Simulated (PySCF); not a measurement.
```xyz
7
charge -1 multiplicity 1, angstrom
Br    0.0000    0.0000    0.0000
H     0.0000    0.0000    1.7097
H     0.0000    0.0000   -1.7097
H     1.7097    0.0000    0.0000
H     0.0000    1.7097    0.0000
H    -1.7097    0.0000    0.0000
H     0.0000   -1.7097    0.0000
```

Method: PBE0/[Br def2-TZVPD, H def2-TZVPD], no relativity, density fitting, PySCF.

This geometry of BrH₆⁻ is a stationary point at this level.

**Question.** What is the point group?

**Answer.** Oh.

**Question.** Is it a minimum?

**Answer.** Yes: all harmonic wavenumbers are real.

**Question.** List the harmonic modes with their infrared intensities.

**Answer.** 
| symmetry | ω (cm⁻¹) | IR (km/mol, summed over degenerate members) | type |
| --- | --- | --- | --- |
| t2g | 541 | 0.0 | bend |
| t1u | 625 | 3022 | mixed |
| t2u | 877 | 0.0 | bend |
| t1u | 1158 | 6485 | mixed |
| a1g | 1486 | 0.0 | stretch |
| eg | 1668 | 0.0 | stretch |

**Question.** Give the ideal-gas entropy at 298.15 K and 1 bar by parts.

**Answer.** translation 164.3, rotation 52.9, vibration 14.8, spin 0.0; total 232.0 J/(mol K).

In Oh the vibrations span t2g + 2t1u + t2u + a1g + eg. The a1g, eg, t2g, t2u modes carry no infrared intensity, as symmetry demands. With a centre of inversion only u modes can be infrared active and only g modes Raman active.

Other isomers or separated fragments may lie lower. The lowest empty level of this anion is unbound, so it and the gap depend on the basis.
